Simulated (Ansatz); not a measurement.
`C[CH2][Mg][NH2]` + HCl → `C[CH2][Mg][Cl]` + NH₃ at 700 K and 1 bar (ligand exchange at a Mg–N bond).

Program: Ansatz. Geometries: PBE0-D4/def2-TZVP. ΔE: electronic, gas phase. CCSD(T)/CBS is the MP2 limit (def2-TZVPP, def2-QZVPP) plus CCSD(T) − MP2 in def2-TZVPP, frozen cores. This one scheme is used for every species. For Mg outer-core shells are correlated without core-valence functions, which leaves a few kJ/mol of doubt a bond. One conformer a species, not always the lowest.

```
          species  CCSD(T)/CBS energy (Eh)  H − E (kJ/mol)  S (J/(mol·K))
`C[CH2][Mg][NH2]`               -334.92798           307.9          473.8
              HCl               -460.38127            38.4          211.8
 `C[CH2][Mg][Cl]`               -738.85772           236.2          430.5
              NH₃                -56.50880           116.9          226.5
```

H − E and S are ideal-gas, rigid-rotor, harmonic terms from PBE0-D4/def2-TZVP, for one conformer and one mirror image of each species. 1 Eh = 2625.50 kJ/mol, R = 8.31446 J/(mol·K).

Q: By hand: ΔE, ΔH, ΔS and ΔG.

A: ΔE = (-738.85772) + (-56.50880) − (-334.92798) − (-460.38127) = -0.05727 Eh = -150.4 kJ/mol. Δ(H − E) = 236.2 + 116.9 − 307.9 − 38.4 = 6.8, so ΔH = -143.6 kJ/mol. ΔS = 430.5 + 226.5 − 473.8 − 211.8 = -28.6 J/(mol·K). ΔG = -143.6 − 700 × (-28.6)/1000 = -123.6 kJ/mol.

Q: By hand: the equilibrium constant, and the temperature at which ΔG would vanish if ΔH and ΔS stayed fixed.

A: log₁₀ K = −ΔG/(RT ln 10) = 9.2. ΔG = 0 at ΔH/ΔS = 5021 K, far beyond where these terms or the molecules hold.

ΔH outweighs TΔS. A doubt of 5 kJ/mol in ΔE shifts log₁₀ K by 0.4 here. Other conformers and mirror images would add mixing entropy, several J/(mol·K) or more a flexible species. Modes under 60 cm⁻¹, often nearly free rotors, make the harmonic entropy too high. These are equilibria of isolated gas molecules and say nothing of rates. Largest T1 diagnostic: 0.009 (customary marks: 0.02 for closed shells, 0.045 for open ones).
